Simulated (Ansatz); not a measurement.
Reactions of `O[SiH]1[NH][GeH2]1`.

Isolated molecules relaxed with PBE0-D4/def2-TZVP in Ansatz; ΔE leaves out vibrations. CCSD(T)/CBS adds triple-zeta CCSD(T) − MP2 to the extrapolated MP2 energy (def2 sets, frozen cores). This one scheme is used for every species, atoms too. Open shells (•) are unrestricted, without spin–orbit coupling. Spin–orbit coupling would lower the free atoms: a little for O, Si; clearly for Ge. Elements past krypton have def2 core potentials. Bonds to Ge, Zr are less sure, by a few kJ/mol each and by 10 to 20 or more in all where they break to atoms, as the def2 sets lack core-valence functions. Scalar relativity is left out up to krypton. One conformer a species, not always the lowest.

(1) Order these by ΔE at CCSD(T)/CBS, lowest first. (Best estimate.)
A. `O[SiH]1[NH][GeH2]1` + `[OH][Zr]([OH])([SH])[SH]` → `S[SiH]1[NH][GeH2]1` + `[OH][Zr]([OH])([OH])[SH]`
B. `O[SiH]1[NH][GeH2]1` → `[NH2][Ge][O][SiH3]`
C. `O[SiH]1[NH][GeH2]1` → `[NH2][GeH]1[O][SiH2]1`
D. `O[SiH]1[NH][GeH2]1` + H₂ → `[NH]1[SiH2][GeH2]1` + H₂O
E. `O[SiH]1[NH][GeH2]1` → Ge• + 5 H• + N• + O• + Si•

Largest T1 diagnostic: 0.017, for `[OH][Zr]([OH])([SH])[SH]`.

## Answers

(1) B (-1.17 eV), A (+0.08 eV), C (+0.35 eV), D (+0.87 eV), E (+30.22 eV).
